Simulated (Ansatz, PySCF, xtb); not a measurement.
CH4O (SMILES CO) and C2H6 (SMILES CC) are pulled apart as rigid monomers along the line of their centres of mass, from the B3LYP-D3(BJ)/def2-TZVP minimum. Starting geometry (charge 0, multiplicity 1):
```xyz
14

C     -0.634     0.241     0.053
O      0.683    -0.155     0.408
H     -1.248    -0.609    -0.265
H     -0.541     0.931    -0.785
H     -1.143     0.759     0.873
H      0.629    -0.771     1.146
C     -0.122    -0.759     3.701
C      0.149     0.739     3.805
H     -0.498    -1.166     4.642
H      0.788    -1.312     3.454
H     -0.872    -0.978     2.937
H     -0.762     1.289     4.048
H      0.540     1.136     2.867
H      0.881     0.953     4.585
```

Interaction energies with rigid monomers; basis-set methods are counterpoise corrected unless marked otherwise.

Frozen-core correlation. Rows in 6-31G* carry no dispersion term and start afresh at each structure (6-31G* with six Cartesian d functions).

The values were computed with Ansatz (Gaussian orbitals); PySCF for 6-31G* rows; xtb for the GFN methods. 

```csv
H6···C7 (Å),GFN-FF (meV),HF/6-31G* (meV),B3LYP/def2-TZVPPD (meV),wB97M-V/def2-TZVPPD (meV),CCSD/aug-cc-pVDZ (meV)
2.41,8.9,118.5,58.5,(withheld),-6.0
2.66,-27.2,38.3,11.5,-76.5,-45.1
3.05,-34.5,1.7,-2.4,-57.0,-45.0
3.70,-21.9,-4.1,0.4,-26.9,-22.6
4.75,-7.5,(withheld),0.7,-7.8,-6.3
```

Q: Fill in the missing entries.

A: 
- 2.41, wB97M-V/def2-TZVPPD (meV): -61.8
- 4.75, HF/6-31G* (meV): -1.2

Ansatz is an electronic-structure program.
